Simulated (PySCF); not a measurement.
Ga(H)2(SeH) (GaH3Se), SMILES [GaH2][SeH].

The structure is a stationary point at PBE0-D3(BJ)/def2-TZVP.

Computed with CAM-B3LYP/def2-TZVPD in PySCF.

Symmetry labels are those of the subgroup Cs that the program uses (full group Cs).

Computed valence orbital energies around the gap with their symmetry:
```
orbital  symmetry  energy (eV)
-------  --------  -----------
HOMO−7         A'       -25.09
HOMO−6         A'       -25.06
HOMO−5         A'       -21.11
HOMO−4         A'       -14.34
HOMO−3         A'       -12.20
HOMO−2         A'       -10.32
HOMO−1         A'        -9.55
HOMO           A"        -8.59
LUMO           A"        -0.73
LUMO+1         A'         0.39
LUMO+2         A'         0.61
LUMO+3         A'         1.14
```
